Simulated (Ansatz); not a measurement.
Reaction (substitution at a C–S bond): `CSB(C)C` + `OC1N[SiH2]1` → `CN1[SiH2]C1O` + `CB(C)S`

Gas-phase electronic energies from Ansatz, PBE0-D4/def2-TZVP geometries. CBS: MP2 limit from def2 TZ/QZ plus the TZ coupled-cluster correction, frozen cores. One conformer a species, not always the lowest.

```json
{"species": "`CSB(C)C`", "CCSD(T)/CBS(def2) energy (Eh)": "-542.19673"}
{"species": "`OC1N[SiH2]1`", "CCSD(T)/CBS(def2) energy (Eh)": "-459.96233"}
{"species": "`CN1[SiH2]C1O`", "CCSD(T)/CBS(def2) energy (Eh)": "-499.21607"}
{"species": "`CB(C)S`", "CCSD(T)/CBS(def2) energy (Eh)": "-502.93918"}
```

**Question.** Work out ΔE.

**Answer.** ΔE = (-499.21607) + (-502.93918) − (-542.19673) − (-459.96233) = 0.00381 Eh = +10.0 kJ/mol.

Largest T1 diagnostic among the species: 0.013.

In def2-TZVPP, CCSD(T) changes the Hartree–Fock value by +3.6 kJ/mol (the triples alone add +0.7 kJ/mol) and MP2 by +5.0 kJ/mol.
